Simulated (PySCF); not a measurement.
Be(F)2 anion (BeF₂), SMILES [F][Be][F] (connectivity only; charge and spin as stated), charge -1, multiplicity 2.

The structure is a stationary point at B3LYP-D3(BJ)/def2-TZVPD. The multiplicity is an assumed one; other spin states were not compared. The isomer is the one that the SMILES or the coordinates give; other isomers of the formula were not compared.

Computed with B3LYP-D3(BJ)/def2-TZVPD (PySCF).

No scaling factor is applied to the harmonic values.

Computed normal modes with their intensities:
| mode | ν (cm⁻¹) | IR (km/mol) | moving atoms (share of kinetic energy) |
|---|---|---|---|
| 1 | 321 | 22.3 | F 65 %, Be 35 % |
| 2 | 757 | 153.2 | F 54 %, Be 46 % |
| 3 | 1160 | 77.9 | Be 77 %, F 23 % |
